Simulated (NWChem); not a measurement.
System: GeCl2F2; SMILES [F][Ge]([F])([Cl])[Cl]

NWChem input:

```
start job
memory heap 200 mb stack 900 mb global 1100 mb
geometry units angstroms noautoz
  F      0.000000    -1.366869    -1.298789
  Ge     0.000000     0.000000    -0.269894
  F      0.000000     1.366869    -1.298789
  Cl     1.757207     0.000000     0.894075
  Cl    -1.757207     0.000000     0.894075
end
basis spherical
  F library def2-svp
  Ge library def2-svp
  Cl library def2-svp
end
dft
  xc mn15
  iterations 150
  mulliken
end
task dft energy
```

Output (shortened):

```
             Northwest Computational Chemistry Package (NWChem) 7.3.0
             --------------------------------------------------------

 C2V symmetry detected

                             Geometry "geometry" -> ""
                             -------------------------

 Output coordinates in angstroms (scale by  1.889725989 to convert to a.u.)

  No.       Tag          Charge          X              Y              Z
 ---- ---------------- ---------- -------------- -------------- --------------
    1 F                    9.0000     0.00000000    -1.36686900    -1.27954781
    2 Ge                  32.0000     0.00000000     0.00000000    -0.25065281
    3 F                    9.0000     0.00000000     1.36686900    -1.27954781
    4 Cl                  17.0000     1.75720700     0.00000000     0.91331619
    5 Cl                  17.0000    -1.75720700     0.00000000     0.91331619

 Effective nuclear repulsion energy (a.u.)     614.1524068971

      Symmetry information
      --------------------

 Group name             C2v
 Group number             16
 Group order               4
 No. of unique centers     3

                                 NWChem DFT Module
                                 -----------------

 Summary of "ao basis" -> "ao basis" (spherical)
 ------------------------------------------------------------------------------
       Tag                 Description            Shells   Functions and Types
 ---------------- ------------------------------  ------  ---------------------
 F                          def2-svp                 6       14   3s2p1d
 Ge                         def2-svp                12       32   5s4p3d
 Cl                         def2-svp                 8       18   4s3p1d

      Symmetry analysis of basis
      --------------------------

        a1         38
        a2         12
        b1         24
        b2         22

            General Information
            -------------------
          SCF calculation type: DFT
          Wavefunction type:  closed shell.
          No. of atoms     :     5
          No. of electrons :    84
           Alpha electrons :    42
            Beta electrons :    42
          Charge           :     0
          Spin multiplicity:     1
          Use of symmetry is: on ; symmetry adaption is: on
          Maximum number of iterations: 150
          AO basis - number of functions:    96
                     number of shells:    40
          Convergence on energy requested:  1.00D-06
          Convergence on density requested:  1.00D-05
          Convergence on gradient requested:  5.00D-04

              XC Information
              --------------
                         MN15 Method XC Functional
                     Hartree-Fock (Exact) Exchange  0.440
                          MN15 Exchange Functional  1.000
                        MN15 Correlation Potential  1.000

             Grid Information
             ----------------
          Grid used for XC integration:  medium
          Radial quadrature: Mura-Knowles
          Angular quadrature: Lebedev.
          Tag              B.-S. Rad. Rad. Pts. Rad. Cut. Ang. Pts.
          ---              ---------- --------- --------- ---------
          F                   0.50       49           8.0       434
          Ge                  1.25      112           7.0       590
          Cl                  1.00       88           9.0       590
          Grid pruning is: on
          Number of quadrature shells:   249
          Spatial weights used:  Erf1

      Superposition of Atomic Density Guess
      -------------------------------------

 Sum of atomic energies:       -3192.27555150

      Non-variational initial energy
      ------------------------------

 Total energy =   -3192.956128
 1-e energy   =   -5669.389864
 2-e energy   =    1862.281329
 HOMO         =      -0.433629
 LUMO         =      -0.016629

      Symmetry analysis of molecular orbitals - initial
      -------------------------------------------------

  Numbering of irreducible representations:

     1 a1          2 a2          3 b1          4 b2

  Orbital symmetries:

     1 a1          2 a1          3 b1          4 a1          5 b1
     6 a1          7 b2          8 a1          9 b2         10 a1
    11 b1         12 a1         13 b1         14 b2         15 a1
    16 b1         17 a2         18 a1         19 b2         20 a1
    21 b1         22 a1         23 b2         24 b1         25 a1
    26 a2         27 a1         28 b2         29 a1         30 b1
    31 a1         32 b2         33 b1         34 a1         35 a2
    36 b2         37 a1         38 b1         39 a1         40 b2
    41 a2         42 b1         43 a1         44 b2         45 a1
    46 b1         47 a1         48 b1         49 a1         50 b2
    51 a2         52 a1

     ---------------------------------------------
      Total Density - Mulliken Population Analysis
     ---------------------------------------------

    Atom       Charge   Shell Charges
 -----------   ------   -------------------------------------------------------
    1 F    9     9.63   1.99  1.15  0.80  3.51  2.18  0.00
    2 Ge  32    30.03   2.00  2.00  2.00  0.77  0.05  6.00  5.98  0.67  0.35  8.16  1.81  0.26
    3 F    9     9.63   1.99  1.15  0.80  3.51  2.18  0.00
    4 Cl  17    17.36   2.00  1.99  1.22  0.72  5.94  2.12  3.35  0.01
    5 Cl  17    17.36   2.00  1.99  1.22  0.72  5.94  2.12  3.35  0.01

   convergence    iter        energy       DeltaE   RMS-Dens  Diis-err
 ---------------- ----- ----------------- --------- --------- ---------
 d= 0,ls=0.0,diis     1  -3196.2556595029 -3.81D+03  1.70D-02  2.10D+00
 d= 0,ls=0.0,diis     2  -3196.2431695144  1.25D-02  9.83D-03  1.84D+00
 d= 0,ls=0.0,diis     3  -3196.3933980633 -1.50D-01  2.00D-03  2.24D-01
 d= 0,ls=0.0,diis     4  -3196.4085732497 -1.52D-02  6.02D-04  6.54D-03
 d= 0,ls=0.0,diis     5  -3196.4092206479 -6.47D-04  1.53D-04  2.26D-04
  Resetting Diis
 d= 0,ls=0.0,diis     6  -3196.4092477111 -2.71D-05  3.68D-05  2.87D-05
 d= 0,ls=0.0,diis     7  -3196.4092499530 -2.24D-06  1.14D-05  1.47D-06
 d= 0,ls=0.0,diis     8  -3196.4092499757 -2.27D-08  4.75D-06  1.43D-06

         Total DFT energy =    -3196.409249975726
      One electron energy =    -5665.913727391458
           Coulomb energy =     2011.831277334075
    Exchange-Corr. energy =     -156.479206815428
 Nuclear repulsion energy =      614.152406897085

 Numeric. integr. density =       84.000005572575

                  Occupations of the irreducible representations
                  ----------------------------------------------

                     irrep           alpha         beta
                     --------     --------     --------
                     a1               18.0         18.0
                     a2                4.0          4.0
                     b1               11.0         11.0
                     b2                9.0          9.0

                       DFT Final Molecular Orbital Analysis
                       ------------------------------------

 Vector   40  Occ=2.000000D+00  E=-4.102412D-01  Symmetry=b2
              MO Center= -2.4D-13, -3.4D-15,  7.2D-01, r^2= 4.2D+00
   Bfn.  Coefficient  Atom+Function         Bfn.  Coefficient  Atom+Function
  ----- ------------  ---------------      ----- ------------  ---------------
    72      0.408353  4 Cl py                90      0.408353  5 Cl py
    69      0.335565  4 Cl py                87      0.335565  5 Cl py
    66      0.190181  4 Cl py                84      0.190181  5 Cl py
     6     -0.139194  1 F  pz                52      0.139194  3 F  pz
     9      0.097369  1 F  pz                55     -0.097369  3 F  pz

 Vector   41  Occ=2.000000D+00  E=-3.997493D-01  Symmetry=a2
              MO Center=  2.6D-13, -3.1D-15,  8.3D-01, r^2= 4.1D+00
   Bfn.  Coefficient  Atom+Function         Bfn.  Coefficient  Atom+Function
  ----- ------------  ---------------      ----- ------------  ---------------
    72      0.440375  4 Cl py                90     -0.440375  5 Cl py
    69      0.351929  4 Cl py                87     -0.351929  5 Cl py
    66      0.199812  4 Cl py                84     -0.199812  5 Cl py
     4     -0.083993  1 F  px                50      0.083993  3 F  px
     7      0.062726  1 F  px                53     -0.062726  3 F  px

 Vector   42  Occ=2.000000D+00  E=-3.932182D-01  Symmetry=b1
              MO Center=  6.2D-14,  4.4D-15,  8.5D-01, r^2= 4.2D+00
   Bfn.  Coefficient  Atom+Function         Bfn.  Coefficient  Atom+Function
  ----- ------------  ---------------      ----- ------------  ---------------
    73     -0.322969  4 Cl pz                91      0.322969  5 Cl pz
    71      0.308166  4 Cl px                89      0.308166  5 Cl px
    70     -0.259535  4 Cl pz                88      0.259535  5 Cl pz
    68      0.249405  4 Cl px                86      0.249405  5 Cl px
    67     -0.146692  4 Cl pz                85      0.146692  5 Cl pz

 Vector   43  Occ=0.000000D+00  E=-3.583644D-02  Symmetry=a1
              MO Center= -5.0D-15,  1.4D-14,  1.8D-01, r^2= 3.4D+00
   Bfn.  Coefficient  Atom+Function         Bfn.  Coefficient  Atom+Function
  ----- ------------  ---------------      ----- ------------  ---------------
    18      0.872077  2 Ge s                 19      0.620901  2 Ge s
    17     -0.468876  2 Ge s                 71      0.396732  4 Cl px
    89     -0.396732  5 Cl px                64     -0.242557  4 Cl s
    82     -0.242557  5 Cl s                 73      0.225020  4 Cl pz
    91      0.225020  5 Cl pz                68      0.213806  4 Cl px

 Vector   44  Occ=0.000000D+00  E= 5.163286D-02  Symmetry=b2
              MO Center= -1.9D-14, -4.6D-14,  1.3D-01, r^2= 3.2D+00
   Bfn.  Coefficient  Atom+Function         Bfn.  Coefficient  Atom+Function
  ----- ------------  ---------------      ----- ------------  ---------------
    30      0.810986  2 Ge py                27      0.456308  2 Ge py
    72     -0.259717  4 Cl py                90     -0.259717  5 Cl py
    43      0.256655  2 Ge d -1               3      0.240927  1 F  s
    49     -0.240927  3 F  s                 24     -0.229050  2 Ge py
     6     -0.179600  1 F  pz                52      0.179600  3 F  pz

 Vector   45  Occ=0.000000D+00  E= 6.757143D-02  Symmetry=a1
              MO Center=  3.9D-14,  2.1D-16, -4.1D-01, r^2= 3.3D+00
   Bfn.  Coefficient  Atom+Function         Bfn.  Coefficient  Atom+Function
  ----- ------------  ---------------      ----- ------------  ---------------
    31      0.842413  2 Ge pz                28      0.485216  2 Ge pz
     3      0.265243  1 F  s                 49      0.265243  3 F  s
    71      0.240194  4 Cl px                89     -0.240194  5 Cl px
    19     -0.232716  2 Ge s                 25     -0.233165  2 Ge pz
     5     -0.193821  1 F  py                51      0.193821  3 F  py

     ---------------------------------------------
      Total Density - Mulliken Population Analysis
     ---------------------------------------------

    Atom       Charge   Shell Charges
 -----------   ------   -------------------------------------------------------
    1 F    9     9.33   1.99  1.09  0.84  3.37  2.03  0.00
    2 Ge  32    31.01   2.00  2.00  1.97  1.01 -0.02  6.00  5.96  1.18  0.45  8.13  1.82  0.53
    3 F    9     9.33   1.99  1.09  0.84  3.37  2.03  0.00
    4 Cl  17    17.17   2.00  1.97  1.24  0.72  5.93  2.24  3.05  0.02
    5 Cl  17    17.17   2.00  1.97  1.24  0.72  5.93  2.24  3.05  0.02

     -------------------------------------------
      Total Density - Lowdin Population Analysis
     -------------------------------------------

    Atom       Charge   Shell Charges
 -----------   ------   -------------------------------------------------------
    1 F    9     9.17   1.97  1.00  0.78  3.24  2.18  0.01
    2 Ge  32    31.80   2.00  2.00  1.91  0.70  0.30  5.99  5.80  1.24  0.89  7.85  2.05  1.07
    3 F    9     9.17   1.97  1.00  0.78  3.24  2.18  0.01
    4 Cl  17    16.93   2.00  1.95  1.03  0.79  5.82  2.31  3.01  0.02
    5 Cl  17    16.93   2.00  1.95  1.03  0.79  5.82  2.31  3.01  0.02

     Multipole analysis of the density
     ---------------------------------

     L   x y z        total         alpha         beta         nuclear
     -   - - -        -----         -----         ----         -------
     0   0 0 0     -0.000000    -42.000000    -42.000000     84.000000

     1   1 0 0      0.000000      0.000000      0.000000      0.000000
     1   0 1 0      0.000000      0.000000      0.000000      0.000000
     1   0 0 1      0.438563      0.219282      0.219282      0.000000

     2   2 0 0    -37.164432   -206.035236   -206.035236    374.906041
     2   1 1 0      0.000000      0.000000      0.000000      0.000000
     2   1 0 1      0.000000      0.000000      0.000000      0.000000
     2   0 2 0    -39.744794    -79.919764    -79.919764    120.094734
     2   0 1 1      0.000000      0.000000      0.000000      0.000000
     2   0 0 2    -39.102131   -126.400533   -126.400533    213.698935
```

Level: MN15/def2-SVP. Coordinates come from a PBE0/def2-SVP optimisation.
